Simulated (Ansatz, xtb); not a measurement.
## Isomers of C6H6OS in order of energy

4 gas-phase structures of C6H6OS, from a drawn sample of its isomers (lower ones may exist). Each was relaxed with GFN2-xTB; where two conformers were screened, the lower at r2SCAN-D4/def2-SVP//GFN2-xTB is listed:

A. `O=C[C@@H]1C=CC=C1S`, a singlet
B. `O=CC1=CC=C(S)C1`, a singlet
C. `O=CC1=C(S)CC=C1`, a singlet
D. `O=CC1=CCC(S)=C1`, a singlet

Problem. Make a reasoned guess at their ranking by r2SCAN-D4/def2-SVP//GFN2-xTB single-point energy.

Solution. Calculated order at r2SCAN-D4/def2-SVP//GFN2-xTB: C (0.000), B (0.074), D (0.320), A (0.577) eV. CCSD(T)/def2-SVP + ΔMP2/def2-TZVPP after further relaxation puts B lowest instead.

Energies above the lowest of each column, in eV; the last columns are at r2SCAN-D4/def2-SVP geometries:

| structure | GFN2-xTB | HF/STO-3G | r2SCAN-D4/def2-SVP//GFN2-xTB | r2SCAN-D4/def2-SVP | CCSD(T)/def2-SVP + ΔMP2/def2-TZVPP |
| --- | --- | --- | --- | --- | --- |
| C | 0.000 | 0.022 | 0.000 | 0.000 | 0.047 |
| B | 0.160 | 0.000 | 0.074 | 0.086 | 0.000 |
| D | 0.383 | 0.019 | 0.320 | 0.328 | 0.115 |
| A | 0.523 | 0.325 | 0.577 | 0.545 | 0.267 |

CCSD(T)/def2-SVP + ΔMP2/def2-TZVPP puts B lowest; GFN2-xTB picks C, r2SCAN-D4/def2-SVP//GFN2-xTB picks C, r2SCAN-D4/def2-SVP picks C. CCSD(T)/def2-SVP + ΔMP2/def2-TZVPP orders those it was run on as B (0.000), C (0.047), D (0.115), A (0.267) eV. Flexible structures stand in one conformer each, not always the lowest. Frequencies (GFN2-xTB) were run for B, C, D alone. ΔMP2 is the change of the MP2 energy from the smaller to the larger basis.

Over these structures GFN2-xTB departs from r2SCAN-D4/def2-SVP//GFN2-xTB by 0.051 eV on average once a common shift is removed. A GFN2-xTB relaxation took about 0.09 s and the r2SCAN-D4/def2-SVP//GFN2-xTB energy about 5.1 s on a shared host (Ansatz 0.2.0, xtb 6.7.1).
